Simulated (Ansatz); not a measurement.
`B/C=C(\O)CN`. Total charge 0; spin multiplicity 1.

```xyz
14

B    -1.418    2.091   -0.574
C    -1.128    0.656   -0.183
C     0.061    0.196    0.274
O     1.121    1.012    0.391
C     0.317   -1.245    0.622
N     1.167   -1.956   -0.322
H    -2.507    2.395   -0.971
H    -0.576    2.937   -0.491
H    -1.899   -0.107   -0.247
H     1.848    0.547    0.816
H    -0.639   -1.764    0.691
H     0.781   -1.303    1.615
H     0.776   -1.897   -1.255
H     2.099   -1.563   -0.366
```

Task: List the harmonic frequencies (cm⁻¹, unscaled) at PBE0-D4/def2-TZVP in Ansatz. (Best estimate.)

Result: The calculation gave: 29, 138, 211, 267, 271, 294, 403, 431, 540, 706, 783, 866, 881, 896, 965, 1007, 1053, 1114, 1157, 1181, 1245, 1294, 1358, 1369, 1436, 1471, 1665, 1676, 2575, 2651, 3031, 3124, 3165, 3526, 3609, 3840.

Task: Is this a minimum?

Result: Yes, all 36 modes are real.

Task: Give the ideal-gas thermochemistry at 298.15 K and 1 bar (rigid rotor, harmonic oscillator; point group C1, symmetry number 1).

Result: Zero-point energy 300.4 kJ/mol; H(298) − E = 323.0 kJ/mol; entropy 357.1 J/(mol·K), of which translation 164.3, rotation 112.0, vibration 80.9; G(298) − E = 216.5 kJ/mol. Modes under 100 cm⁻¹ are hindered rotations or soft bends, so the harmonic entropy is rough.
